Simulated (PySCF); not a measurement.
## Bond curve of BeI

Set-up: basis Be x2c-SVPall, I x2c-SVPall; spin-free X2C with a Gaussian nucleus; PySCF 2.14. Energies in eV from Be + I in their ground configurations at the same level. State: ²Σ⁺ (doublet), unpaired electrons σ ↑.

```json
{"R (Å)": "1.901", "UHF-CCSD(T)": "", "r²SCAN0": "-2.184"}
{"R (Å)": "1.990", "UHF-CCSD(T)": "-1.649", "r²SCAN0": "-2.631"}
{"R (Å)": "2.078", "UHF-CCSD(T)": "-1.934", "r²SCAN0": "-2.879"}
{"R (Å)": "2.145", "UHF-CCSD(T)": "-2.046", "r²SCAN0": "-2.967"}
{"R (Å)": "2.211", "UHF-CCSD(T)": "-2.091", "r²SCAN0": "-2.993"}
{"R (Å)": "2.277", "UHF-CCSD(T)": "-2.085", "r²SCAN0": "-2.968"}
{"R (Å)": "2.366", "UHF-CCSD(T)": "-2.014", "r²SCAN0": "-2.878"}
{"R (Å)": "2.476", "UHF-CCSD(T)": "-1.858", "r²SCAN0": "-2.701"}
{"R (Å)": "2.609", "UHF-CCSD(T)": "-1.609", "r²SCAN0": "-2.431"}
{"R (Å)": "2.786", "UHF-CCSD(T)": "", "r²SCAN0": "-2.027"}
```

Task: Put a parabola through the three lowest points of the UHF-CCSD(T) curve and estimate Re, k and ωe (reduced mass 8.415 u; 1 eV/Å² = 0.16022 mdyn/Å; ωe = 1302.8·√(k/μ) cm⁻¹).

Result: Through R = 2.145, 2.211, 2.277 Å the second-order coefficient is 5.85 eV/Å², so Re ≈ 2.236 Å, k ≈ 1.88 mdyn/Å and ωe ≈ 615 cm⁻¹. A polynomial fit of higher order to the unrounded UHF-CCSD(T) energies gives Re = 2.234 Å, k = 1.73 mdyn/Å, ωe = 591 cm⁻¹; anharmonicity and rounding make the difference.

The higher-order fit for each curve: UHF-CCSD(T): Re = 2.234 Å, ωe = 591 cm⁻¹, De = 2.09 eV; r²SCAN0: Re = 2.209 Å, ωe = 603 cm⁻¹, De = 2.99 eV.

Correlated steps freeze 18 core orbitals. Correlated levels converge slowly with the basis: in double zeta they bind strong bonds too weakly, by up to about 1 eV, and carry superposition errors of some tenths. Spin–orbit coupling is left out, which matters for elements this heavy, above all for dissociation energies. The state was picked by a PBE0 search and need not be the measured ground state.
